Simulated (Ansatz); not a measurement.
CH6GeO⁺, that is Ge(OMe)H3 with one electron fewer. Charge 1, multiplicity 2. Geometry PBE-D4/def2-TZVP, that of the neutral singlet; atoms count from 1.

```xyz
9

Ge    1.216   -0.314    0.553
O    -0.500   -0.737    0.195
C    -1.256    0.230   -0.525
H    -1.337    1.189    0.021
H    -2.270   -0.174   -0.662
H    -0.829    0.436   -1.525
H     1.968   -0.078   -0.786
H     1.758   -1.535    1.321
H     1.249    0.982    1.408
```

(1) Estimate the Mulliken populations from the PBE0/def2-TZVP orbitals of Ansatz.

(2) Where does the spin sit?

(3) And the Mayer bond orders between heavy atoms (over 0.3)?

## Answers

(1) 
```csv
atom,charge (e),spin (α − β)
Ge1,0.16,-0.03
O2,-0.04,0.73
C3,-0.25,-0.01
H4,0.24,0.08
H5,0.22,0.00
H6,0.24,0.08
H7,0.15,0.08
H8,0.14,0.00
H9,0.15,0.08
```
Mulliken values depend strongly on the basis.

(2) Summed by element: Ge -0.03, O 0.73, C -0.01, H 0.31, of 1 unpaired in all. Largest on single atoms: O2 0.73, H9 0.08, H7 0.08.

(3) Ge1–O2 0.82 (1.80 Å); O2–C3 1.00 (1.42 Å).
